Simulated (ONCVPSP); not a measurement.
Pseudopotential generation for K: ONCV, PBEsol, scalar-relativistic.

ONCVPSP 4.0.1 input, shortened (lines: element, Z, core and valence counts, functional; n l f; lmax; l rc ep ncon nbas qcut; lloc lpopt rc5 dvloc0; l nproj debl; icmod fcfact rcfact), PBEsol, scalar-relativistic:

```
  K 19.00    3    3  -116133      upf
    1    0    2.00
    2    0    2.00
    2    1    6.00
    3    0    2.00
    3    1    6.00
    4    1    1.00
    2
    0    2.05    0.00    4    9    7.40
    1    2.60    0.00    4    7    5.70
    2    2.20    0.04    5    8    4.90
    4    5    1.45    0.00
    0    2    3.90
    1    3    1.60
    2    2    3.40
    1    0.30    0.00
```

Poles of the logarithmic derivatives, all-electron (AE) and pseudo (PS). s: poles at -1.1, 4.1 (AE) and -1.1, 4.1 (PS) Ha. p: poles at -0.6, 2.2 (AE) and -0.6, 2.2 (PS) Ha. d: poles at 0.6, 4.0 (AE) and 0.6, 4.0 (PS) Ha. Test radii: s 2.08, p 2.64, d 2.23 bohr.

- Cutoffs needed: 14 Ha and 18 Ha (the cutoffs (Ha) at which the residual kinetic energy of the hardest occupied pseudo-wave falls to 1 and 0.1 mHa per electron) The cutoffs count occupied waves only; projector 2 of the d channel, the hardest unoccupied one, needs 56 Ha at the loose tolerance.
- Ghost test: no bound ghost flagged; no localised positive-energy state flagged
- Largest excitation error: +44 meV (all-electron minus pseudo) for 3s2 3p5 4s1 4p0, out of 4 test configurations
- rms error of d²Exc/dni dnj: 1.73 mHa without and 0.73 mHa with the model core
